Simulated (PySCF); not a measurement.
In(H)(Et)(NH2) (C2H8InN), SMILES C[CH2][InH][NH2].

Geometry optimised at PBE0-D3(BJ)/def2-SVP. The structure was generated by enumeration; whether it is a known compound was not checked. The def2 effective core potentials stand for the cores of In; spin–orbit coupling is left out. The values are those of a single conformer.

Calculation: CAM-B3LYP/def2-TZVP run with PySCF.

Symmetry labels are those of the subgroup Cs that the program uses (full group Cs).

Computed valence orbital energies around the gap with their symmetry:
| orbital | symmetry | energy (eV) |
|---|---|---|
| HOMO−7 | A" | -13.73 |
| HOMO−6 | A' | -13.59 |
| HOMO−5 | A' | -12.59 |
| HOMO−4 | A' | -11.83 |
| HOMO−3 | A" | -11.07 |
| HOMO−2 | A' | -9.97 |
| HOMO−1 | A' | -8.50 |
| HOMO | A" | -8.11 |
| LUMO | A" | 0.03 |
| LUMO+1 | A' | 0.87 |
| LUMO+2 | A' | 1.10 |
| LUMO+3 | A' | 2.01 |
